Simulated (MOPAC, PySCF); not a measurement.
C3H7ClSi, SMILES `ClC(=C)C[SiH3]` (Cl–C–C–Si torsion 74°), neutral singlet in the gas phase. 

Cartesian coordinates (Å):
```xyz
12

C     -1.7832     1.0319     0.2236
C     -0.6517     0.5472     0.6991
Cl     0.2556     1.4734     1.8716
C     -0.0111    -0.7413     0.3155
Si     1.4969    -0.5550    -0.8061
H     -2.3500     0.4613    -0.4992
H     -2.1687     1.9910     0.5334
H     -0.7420    -1.3551    -0.2145
H      0.2895    -1.2913     1.2096
H      1.1017     0.1574    -2.0397
H      2.5805     0.1881    -0.1343
H      1.9827    -1.9075    -1.1591
```
Charge 0, spin multiplicity 1.

All levels are single points at this geometry (CAM-B3LYP-D3(BJ)/def2-TZVP); Pople sets use spherical d functions. Orbital energies aren't observables, and empty levels follow the basis.

```csv
level,HOMO (eV),LUMO (eV),gap (eV),dipole (D),"vertical IE, Delta-SCF (eV)"
CAM-B3LYP-D3(BJ)/def2-TZVP in PySCF,-8.54,0.94,9.48,1.56,9.33
B3LYP/6-31G* in PySCF,-6.79,0.09,6.88,1.66,9.08
BP86/6-31G* in PySCF,-5.96,-0.81,5.15,1.63,–
SVWN5/6-31G* in PySCF,-5.98,-0.90,5.08,1.64,9.10
HF/3-21G in PySCF,-9.78,4.09,13.86,2.15,–
HF/6-31G* in PySCF,-9.64,4.00,13.64,1.85,8.32
HF/STO-3G in PySCF,-8.24,7.92,16.16,2.22,–
PM3 in MOPAC,-9.60,0.21,9.81,1.13,–
PM7 in MOPAC,-10.09,0.38,10.47,2.16,–
```
